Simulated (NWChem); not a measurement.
# CH$_{7}$GaN$_{2}$; SMILES [NH2][Ga]([CH3])[NH2]

```xyz
11

Ga     0.0000    -0.0017     0.0148
C     -0.0007     1.9682    -0.0229
H     -0.0540     2.3760     1.0068
H     -0.8733     2.3520    -0.5872
H      0.9223     2.3558    -0.4970
N     -1.5496    -0.9822    -0.0438
H     -2.4702    -0.5605     0.0826
H     -1.5860    -1.9921     0.1013
N      1.5506    -0.9806    -0.0442
H      1.5881    -1.9903     0.1020
H      2.4701    -0.5574     0.0857
```
Atoms are numbered in this order, from 1.

Program: NWChem. Pople sets run with spherical d functions. Structure relaxed at the PBE-D3(BJ)/def2-SVP level. Level PBE/6-31G*: energy and gradient on several grids; changes count from the extra-fine grid, which is no exact limit either.

### Question
Which is the coarsest grid (xfine; fine; coarse; medium; xcoarse) from which on the energy stays within 100 μHa and each gradient component within 200 μHa/bohr of xfine?

### Answer
medium.
```json
[
 {"grid": "xcoarse", "size of the energy change (μHa)": "3000", "largest change of a gradient component (μHa/bohr)": "4000", "time, medium = 1 (rough)": "about 1"},
 {"grid": "coarse", "size of the energy change (μHa)": "10", "largest change of a gradient component (μHa/bohr)": "500", "time, medium = 1 (rough)": "about 1"},
 {"grid": "medium", "size of the energy change (μHa)": "< 10", "largest change of a gradient component (μHa/bohr)": "60", "time, medium = 1 (rough)": "about 1"},
 {"grid": "fine", "size of the energy change (μHa)": "< 10", "largest change of a gradient component (μHa/bohr)": "< 30", "time, medium = 1 (rough)": "about 1"},
 {"grid": "xfine", "size of the energy change (μHa)": "< 10", "largest change of a gradient component (μHa/bohr)": "< 30", "time, medium = 1 (rough)": "2"}
]
```
